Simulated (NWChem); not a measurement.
C2H5FOSi; SMILES F[Si@H]1CCO1

```xyz
10

F      0.0321    -1.8147    -0.5520
Si     0.0243    -0.5351     0.4417
C      1.1377     0.8839    -0.0499
C     -0.2120     1.5931    -0.3166
O     -1.1658     0.5800     0.0698
H     -0.0331    -1.1055     1.8094
H      1.7451     1.3419     0.7435
H      1.7625     0.7292    -0.9405
H     -0.3608     1.8663    -1.3742
H     -0.3582     2.4961     0.2980
```
Atoms are numbered in this order, from 1.

Level: PBE0/def2-SVP (NWChem), optimised geometry, unscaled harmonic frequencies. 

```
frequency (cm⁻¹)  IR intensity (km/mol)
----------------  ---------------------
127                                 0.8
219                                 5.0
304                                16.9
548                                11.5
689                                57.0
721                                 1.2
775                                72.0
851                                37.3
856                                53.2
907                                37.4
958                               115.1
990                               118.0
1024                               77.2
1118                               99.4
1174                                0.3
1215                                0.3
1342                                8.6
1412                               16.9
1504                                0.2
2292                              153.5
3067                               51.9
3114                                1.5
3127                               21.2
3185                                1.4
```

```yaml
zero_point_energy: 45.0 kcal/mol
thermal correction to the enthalpy at 298.15 K (with zero-point energy): 49.0 kcal/mol
heat capacity Cv: 18.6 cal/(mol K)
entropy at 298.15 K and 1 atm (symmetry number 1): 73.9 cal/(mol K)
dipole_moment: 2.44 D
```

Rigid rotor and harmonic oscillator.
